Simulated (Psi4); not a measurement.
## Worked example: ideal-gas entropy of SnF2 (SMILES [F][Sn][F])

A singlet with charge 0, relaxed at PBE0-D4/def2-TZVP (density fitting, core potential) (Psi4 1.11):

```xyz
3

F    -1.3470    0.3132   -0.6330
Sn    0.3322    0.7277    0.2287
F     0.9193   -1.1039    0.4153
```

Harmonic wavenumbers in cm⁻¹: 192, 588, 607.

Masses in u: F 18.998, Sn 118.71. Take T = 298.15 K, p = 1 bar, R = 8.3145 J/(mol K), kT/hc = 207.22 cm⁻¹, rigid rotor and harmonic oscillator.

Q: Work out S° at 298 K.

A: 
1. Translation (Sackur–Tetrode): S = R[3/2 ln M + 5/2 ln T − 1.1517] with M = 156.706 gives 171.9 J/(mol K).
2. Rotation: principal moments 48.164, 78.302, 126.467 u Å² give A, B, C = 0.35, 0.2153, 0.1333 cm⁻¹; the symmetry number is σ = 2; q = (√π/σ)√((kT/hc)³/ABC) = 26377; S = R(ln q + 3/2) = 97.1.
3. Vibration: with u = ν̃/207.22, each mode gives R[u/(eᵘ − 1) − ln(1 − e⁻ᵘ)]; the sum is 13.0, most from 192 cm⁻¹ (9.2), 588 cm⁻¹ (2.0), 607 cm⁻¹ (1.8).
4. Spin: R ln 1 = 0.0.
5. Sum: 171.9 + 97.1 + 13.0 + 0.0 = 282.0 J/(mol K).

No measured value is set beside it here.
